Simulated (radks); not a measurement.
Initial-state core-level shifts of neutral cobalt when its valence configuration changes from [Ar] 3d7 4s2. Calculated with a radial shooting solver on a logarithmic mesh with Libxc functionals: scalar-relativistic Kohn-Sham, PBE, spin-polarised, spherical densities, point nucleus; open shells are filled with parallel spins first. Shifts are changes of the shell-averaged eigenvalues in eV (positive: less bound).

valence               1s       2s       2p       3s
3d6 4s2 4p1       -7.750   -8.486   -8.417   -7.547
3d6 4s1 4p2       -8.836   -9.566   -9.493   -8.618
3d7 4s1 4p1       -1.475   -1.418   -1.420   -1.467
3d4 4s2 4p3      -26.823  -29.915  -29.651  -24.852
3d6.5 4s2 4p0.5   -3.761   -4.091   -4.060   -3.706
3d6.5 4s1 4p1.5   -5.010   -5.312   -5.279   -4.944
3d6.5 4s1.5 4p1   -4.455   -4.766   -4.735   -4.391
3d9               +7.248   +8.167   +8.076   +7.542
3d7 4s1.5 4p0.5   -0.835   -0.802   -0.804   -0.828
